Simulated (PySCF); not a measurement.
## CsO from Hartree–Fock to correlated methods

State: ²Σ⁺ (doublet), unpaired electrons σ ↑. Set-up: Cs def2-SVPD with ECP46, O def2-SVPD; scalar-relativistic core potentials (PySCF 2.14). De refers to Cs + O in their high-spin ground configurations, without counterpoise correction. The functionals are run spin-unrestricted. A positive dipole means Cs(−)O(+).

```
      Level  Re (Å)  ωe (cm⁻¹)  De (eV)  μ (D)
        UHF   2.514        334     1.15  -9.60
    UHF-MP2   2.498        333     2.76    n/a
UHF-SCS-MP2   2.506        331     2.72    n/a
   UHF-CCSD   2.494        335     2.57    n/a
UHF-CCSD(T)   2.495        333     2.67    n/a
        PBE   2.444        336     3.13  -8.53
     r²SCAN   2.453        343     3.07  -8.82
    r²SCANh   2.451        346     2.96  -8.86
      B3LYP   2.467        336     2.94  -8.90
       PBE0   2.441        347     2.86  -8.75
     M06-2X   2.461        357     2.92  -8.93
      ωB97X   2.475        347     3.25  -9.16
```

Task: Which functional lies closest to UHF-CCSD(T) in De, which farthest, and by how much do they differ from it?

Result: Closest is PBE0 (-5.4 pm in Re, +4.2 % in ωe, +0.19 eV in De against UHF-CCSD(T) in the same basis), farthest ωB97X (-2.0 pm in Re, +4.2 % in ωe, +0.58 eV in De). CCSD(T) converges more slowly with the basis than the functionals do and binds too weakly in this one, so the order can change at the basis-set limit.

Task: What does the step from GGA to meta-GGA do here, going from PBE to r²SCAN?

Result: r²SCAN less PBE: +0.9 pm in Re, +2.1 % in ωe, -0.06 eV in De. 

Task: What does second-order correlation do here, going from UHF to UHF-MP2?

Result: UHF-MP2 less UHF: -1.6 pm in Re, -0.3 % in ωe, +1.61 eV in De. Correlation nearly always deepens the well. The bond shortens, as in weak, metallic or heavy-atom bonds, where dispersion and the correlation of outer-core electrons pull the atoms together.

Correlated steps freeze 1 core orbital. Correlated levels converge slowly with the basis: in double zeta they bind strong bonds too weakly, by up to about 1 eV, and carry superposition errors of some tenths. Spin–orbit coupling is left out, which matters for elements this heavy, above all for dissociation energies. The state was picked by a PBE0 search and need not be the measured ground state.
